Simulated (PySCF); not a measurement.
## Si+ (silicon, charge +1) across methods

[Ne] 3s1 3p2, high-spin 4P determinant (an excited configuration). Calculation: PySCF 2.14, in x2c-QZVPPall; scalar relativity by spin-free X2C-1e.

```
method  E (hartree)  mean ε 2p β (eV)  mean ε 3s α (eV)  mean ε 3p α (eV)  Σ⟨r²⟩ (bohr²)   ⟨S²⟩
  BP86    -289.5219           -105.92           -20.815           -13.253          20.68  3.750
   PBE    -289.3505           -105.74           -20.748           -13.206          20.73  3.750
 HSE06    -289.3953           -110.59           -22.074           -13.999          20.68  3.750
 M06-L    -289.4794           -107.96           -21.148           -13.292          20.54  3.750
   LDA    -288.3214           -105.83           -20.757           -13.155          20.79  3.750
  PBE0    -289.3789           -111.06           -22.493           -14.409          20.68  3.750
   UHF   -289.03881           -125.85           -27.235           -17.603          20.87  3.750
  MN15    -289.5167           -111.29           -22.457           -14.518          20.70  3.750
```

Q: Estimate the same row for r2SCAN.

A: E (hartree) = -289.4819; mean ε 2p β (eV) = -107.73; mean ε 3s α (eV) = -21.301; mean ε 3p α (eV) = -13.515; Σ⟨r²⟩ (bohr²) = 20.62; ⟨S²⟩ = 3.750.
